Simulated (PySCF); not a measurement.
## Correlation energy of P (phosphorus, neutral)

[Ne] 3s2 3p3, high-spin 4S determinant. Computed with PySCF 2.14 in def2-QZVPPD, with the non-relativistic Hamiltonian (point nucleus). Frozen: [Ne]; 5 electrons correlated.

```tsv
level	correlation energy (mhartree)
CCSD	-105.41
(T)	-4.61
CCSD(T)	-110.02
```

Diagnostics: T1 = 0.0053, D1 = 0.0110, largest double amplitude 0.048.

**Question.** Is a single reference adequate?

**Answer.** Yes: T1 lies below 0.03 and no double amplitude reaches 0.07.
